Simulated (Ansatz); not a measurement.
Ga6Sb5H18⁻, a cluster cut from wurtzite GaSb (hydrogen-capped), 29 atoms. Hardware: 2 threads of AMD EPYC 7R13 on a shared host and a share (18 GiB) of an NVIDIA H100 80GB HBM3.

In the def2 sets Sb takes a core potential; there is no spin–orbit coupling. Single mean-field runs in def2-SVP, def2-TZVP are fitted with def2-universal-jkfit.

Task: How many basis functions does each of these Ansatz runs have, and roughly what does it cost? PBE-D4/def2-TZVP, charge 0 doublet at the geometry of the charge -1 singlet, energy, from earlier orbitals; PBE-D4/def2-SVP, charge -1 singlet, relaxation, 8 steps; LC-ωPBE (ω = 0.30 bohr⁻¹)/def2-SVP, charge 0 doublet at the geometry of the charge -1 singlet, energy, from earlier orbitals; PBE0-D4/def2-TZVP, charge 0 doublet at the geometry of the charge -1 singlet, energy; B3LYP-D4/def2-TZVP, charge -1 singlet, energy, from earlier orbitals; PBE-D4/def2-TZVP, charge -1 singlet, energy and forces, from earlier orbitals; PBE-D4/def2-SVP, charge -1 singlet, energy, from earlier orbitals; LC-ωPBE (ω = 0.10 bohr⁻¹)/def2-SVP, charge -1 singlet, energy, from earlier orbitals; B3LYP-D4/def2-TZVP, charge 0 doublet at the geometry of the charge -1 singlet, energy, from earlier orbitals; LC-ωPBE (ω = 0.15 bohr⁻¹)/def2-SVP, charge -1 singlet, energy, from earlier orbitals; PBE0-D4/def2-TZVP, charge -1 triplet at the geometry of the charge -1 singlet, energy; LC-ωPBE (ω = 0.20 bohr⁻¹)/def2-SVP, charge 0 doublet at the geometry of the charge -1 singlet, energy, from earlier orbitals.

Result: Other jobs shared the machine, so times can vary by a factor of up to 3.

| run | functions | fitting or Cholesky vectors | wall time | peak host memory (GiB) |
| --- | --- | --- | --- | --- |
| LC-ωPBE (ω = 0.15 bohr⁻¹)/def2-SVP, charge -1 singlet, energy, from earlier orbitals | 412 | 3010 | 4.4 s | 0.99 |
| LC-ωPBE (ω = 0.10 bohr⁻¹)/def2-SVP, charge -1 singlet, energy, from earlier orbitals | 412 | 3010 | 4.8 s | 1 |
| B3LYP-D4/def2-TZVP, charge -1 singlet, energy, from earlier orbitals | 646 | 3010 | 5.5 s | 1.1 |
| PBE-D4/def2-SVP, charge -1 singlet, energy, from earlier orbitals | 412 | 3010 | 5.5 s | 0.91 |
| PBE-D4/def2-TZVP, charge -1 singlet, energy and forces, from earlier orbitals | 646 | 3010 | 7 s | 1.1 |
| PBE-D4/def2-TZVP, charge 0 doublet at the geometry of the charge -1 singlet, energy, from earlier orbitals | 646 | 3010 | 15 s | 1.3 |
| PBE0-D4/def2-TZVP, charge -1 triplet at the geometry of the charge -1 singlet, energy | 646 | 3010 | 16 s | 1.3 |
| LC-ωPBE (ω = 0.30 bohr⁻¹)/def2-SVP, charge 0 doublet at the geometry of the charge -1 singlet, energy, from earlier orbitals | 412 | 3010 | 17 s | 1.1 |
| PBE0-D4/def2-TZVP, charge 0 doublet at the geometry of the charge -1 singlet, energy | 646 | 3010 | 17 s | 1.3 |
| B3LYP-D4/def2-TZVP, charge 0 doublet at the geometry of the charge -1 singlet, energy, from earlier orbitals | 646 | 3010 | 19 s | 1.3 |
| LC-ωPBE (ω = 0.20 bohr⁻¹)/def2-SVP, charge 0 doublet at the geometry of the charge -1 singlet, energy, from earlier orbitals | 412 | 3010 | 20 s | 1.1 |
| PBE-D4/def2-SVP, charge -1 singlet, relaxation, 8 steps | 412 | 3010 | 24 s | 0.96 |
